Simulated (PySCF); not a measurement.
H3Si, SMILES [SiH3+], charge +1. Heavy atoms are numbered as in [SiH3+:1]. Hydrogens are named by the atom that carries them.

Coordinates come from a PBE0-D3(BJ)/def2-TZVPD optimisation.

These are PBE/pcSseg-2 in PySCF values and carry that method's errors.

GIAO shieldings, no solvent; atoms alike by connectivity are averaged. δ = σ(ref) − σ: ²⁹Si against TMS (σ = 324.1 ppm); ¹H against TMS (σ = 31.47 ppm), references at their B3LYP-D3(BJ)/def2-TZVP geometries, non-relativistic.

Computed chemical shifts:
| nucleus | atoms | count | δ (ppm) |
|---|---|---|---|
| ²⁹Si | Si1 (SiH3) | 1 | 377.4 |
| ¹H | H on Si1 | 3 | 8.70 |
